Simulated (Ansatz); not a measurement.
Cartesian coordinates (Å):
SMILES: CS[SiH2]
```xyz
8

C     -1.3412     0.1076     0.0302
S     -0.0885    -1.1267    -0.4168
Si     1.6608     0.0668    -0.3596
H     -1.4318     0.8674    -0.7450
H     -2.2877    -0.4242     0.1200
H     -1.1037     0.5749     0.9855
H      1.7520     0.8003     0.9405
H      2.8012    -0.8782    -0.5120
```
Charge 0, spin multiplicity 2.

Level of theory: frozen-core CCSD(T)/def2-TZVPP // PBE0-D4/def2-TZVP (Ansatz, a first-principles code).

```yaml
HF energy: -727.26183 Ha
MP2 correlation energy: -0.46073 Ha
```

**Question.** Estimate the CCSD correlation energy, the (T) correction, the total energy and the T1 diagnostic.

**Answer.** 
The CCSD correlation energy is -0.50793 Ha and the (T) correction is -0.02159 Ha. The CCSD(T) total energy comes out as -727.79135 Ha and the T1 diagnostic is 0.016.
